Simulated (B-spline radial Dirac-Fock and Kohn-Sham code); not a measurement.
## Rh³⁴⁺: eigenvalues, ΔSCF and the reference

System: Rh³⁴⁺, [Ne] 3s1.

The density-functional columns are spherical, spin-unpolarised Dirac-Kohn-Sham results without Breit or QED terms: −ε is minus the orbital energy of the initial state and ΔSCF the difference of two total energies. The reference in the last column comes from multi-electron Dirac-Fock with separately optimised hole states, Breit and Lamb-shift corrections added in first order. All numbers are from a B-spline atomic structure program, in eV; a selection of levels is shown. The Kohn-Sham columns are given as differences from the reference. For the 1s level of heavy atoms much of the gap between ΔSCF and the reference is the Breit and QED part, -68.0 eV here; for other levels the error of the functional can be larger.

| level | LDA −ε − DF | LDA ΔSCF − DF | Dirac-Fock |
| --- | --- | --- | --- |
| L2 (2p1/2) | -86.3 | +11.1 | 5066.8 |
| L3 (2p3/2) | -88.0 | +5.8 | 4918.1 |
| M1 (3s) | -30.0 | +0.8 | 2128.4 |

For the outermost level NIST gives 2129.22 ± 0.07 eV (semi-empirical); the differences from it are LDA −ε -30.83, LDA ΔSCF +0.05, Dirac-Fock -0.80 eV.

Values without a named source are computed, but for edge energies of neutral atoms, which are taken from tables.
